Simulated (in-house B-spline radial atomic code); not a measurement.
# PBE excitations of the arsenic ion As⁵⁺

Method: PBE. Computed with an all-electron radial atomic-structure program (B-spline basis): linear response of the closed shell [Ar] 3d10 with the functional's adiabatic kernel; non-relativistic, point nucleus, no spin-orbit coupling, no double excitations, S, P, D and F terms only. Only terms of natural parity with L up to 3 were computed.

Without relativity these are model numbers for so heavy an element.

Command:
```bash
python run_td.py task.json out
```
Settings (radii: box in bohr, nucleus in fm):
```
Z                        33
electrons                28
configuration            [Ar] 3d10
hamiltonian              nr
method                   pbe,pbe
box_radius               16.35
intervals                54
```

Run time, properties included: 1.2 s on 1 thread of Arm Neoverse N1 (shared host).

The lowest states, in the order of their Tamm-Dancoff energies; the method's threshold (minus the highest occupied level) is 107.89 eV. Labels give the largest channel, * marks a mixed state, and oscillator strengths are full-response dipole values. Semilocal kernels can invert the small singlet-triplet splittings of Rydberg terms. Energies in eV:

```tsv
state	full response	Tamm-Dancoff	oscillator strength
3d → 4s 3D	38.43	38.44	-
3d → 4s 1D	39.12	39.13	-
3d → 4p 3P	50.76	50.79	-
3d → 4p 3F	50.94	50.96	-
3d → 4p 1F	?	?	-
3d → 4p 1P	52.52	52.60	0.534
3d → 4d 3S	69.23	69.26	-
3d → 4d 3D	70.09	70.10	-
3d → 4d 1D	70.72	70.73	-
3d → 4d 1S	?	?	-
```

Question: Where does 3d → 4d 1S lie?

Answer: At 74.88 eV in full response, 75.51 eV in Tamm-Dancoff.

Question: Where does 3d → 4p 1F lie?

Answer: At 51.43 eV in full response, 51.43 eV in Tamm-Dancoff.

Question: How large is the singlet-triplet splitting of 3d → 4s (D terms) in Tamm-Dancoff?

Answer: 0.689 eV, from the unrounded values.

Question: What polarisabilities and dispersion coefficient does the method give?

Answer: Dipole 0.5505 bohr³, quadrupole 0.6427 bohr⁵, C6 0.9143 hartree·bohr⁶ for two such species.
